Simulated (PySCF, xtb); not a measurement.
C2H7Bi, SMILES [CH3][BiH][CH3].

Harmonic wavenumbers (cm⁻¹) from GFN2-xTB run with xtb at its own minimum, in rising order: 78, 86, 156, 507, 516, 522, 541, 729, 817, 822, 824, 1280, 1290, 1493, 1496, 1498, 1501, 1764, 3073, 3075, 3083, 3085, 3103, 3106.

What does B3LYP-D3(BJ)/def2-SVP run with PySCF give at its own minimum? (The exact figures need the calculation; the answer reports its results.)

97, 100, 153, 453, 455, 510, 524, 692, 784, 789, 799, 1176, 1189, 1431, 1433, 1440, 1441, 1758, 3047, 3049, 3159, 3159, 3172, 3172. Paired by order, the mean absolute difference is 46 cm⁻¹ and the zero-point energies are 49.2 and 48.6 kcal/mol.
